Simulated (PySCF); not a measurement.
B3LYP has the VWN-RPA correlation part, as in Gaussian. Excitations are Tamm–Dancoff values on a coarser integration grid. The basis has no diffuse functions, so Rydberg states are missing or too high.

Z-matrix (Å, degrees):
```
O
C 1 1.4281
H 2 1.0991 1 107.03
H 2 1.1030 3 108.73 1 120.65
H 2 1.1030 3 108.72 4 118.69
Ge 1 1.7352 2 121.16 3 -179.83
F 6 1.7085 1 109.04 2 -179.75
F 6 1.7182 7 108.49 1 122.54
F 6 1.7182 7 108.51 8 114.92
```
Charge 0, multiplicity 1.

**Question.** Predict the LUMO, HOMO–LUMO gap and S1 excitation (TDA) from B3LYP-D3(BJ)/def2-TZVP // B3LYP-D3(BJ)/def2-SVP (PySCF 2.14.0).

**Answer.** 
The LUMO is -1.63 eV. The HOMO–LUMO gap comes out as 7.49 eV. The S1 excitation (TDA) is 6.23 eV.
